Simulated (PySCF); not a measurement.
Two-component Hartree-Fock for Lu²⁺ (lutetium, charge +2)

Start: [Xe] 4f14 5d1; 5d5/2 filled at m_j = +5/2. Calculated with PySCF 2.14 in x2c-TZVPall-2c (11s11p10d2f1g, 117 functions): generalised Hartree-Fock with the X2C-1e Hamiltonian and a Gaussian nucleus; spin-orbit coupling (SO) screened by Boettger's factors. This is a chosen level, not necessarily the ground level.

```tsv
spinor shell	electrons	ε, screened SO (eV)	weight of nominal j (screened SO)	rms radius, screened SO (bohr)
1s1/2	2	-63647.6	1.000	0.0219
2s1/2	2	-10979.3	1.000	0.0884
2p1/2	2	-10460.2	1.000	0.0754
2p3/2	4	-9337.2	1.000	0.0825
3s1/2	2	-2557.1	1.000	0.227
3p1/2	2	-2327.6	1.000	0.218
3p3/2	4	-2083.7	1.000	0.232
3d3/2	4	-1698.6	1.000	0.206
3d5/2	6	-1645.8	1.000	0.210
4s1/2	2	-549.96	1.000	0.509
4p1/2	2	-455.16	1.000	0.520
4p3/2	4	-399.16	1.000	0.552
4d3/2	4	-242.71	1.000	0.585
4d5/2	6	-232.21	1.000	0.597
5s1/2	2	-87.912	1.000	1.27
5p1/2	2	-58.565	0.997	1.41
5p3/2	4	-51.619	0.998	1.53
4f5/2	6	-37.810	0.998	0.791
4f7/2	8	-36.270	0.998	0.804
5d5/2	1	-19.080	1.000	2.59
```

```
   quantity   screened SO
E (hartree)  -14566.15779
        M_J           5/2
       ⟨J²⟩         8.756
       ⟨L²⟩         6.113
       ⟨S²⟩         0.862
```

Each row is a mean over spinors that exchange with the open shell spreads, by up to 2.620 eV (5p3/2).

Breit and QED terms are absent; they matter most for the inner s and p1/2 levels.

Densities and radii are taken from the X2C orbitals without a picture-change correction, which distorts them close to the nucleus.
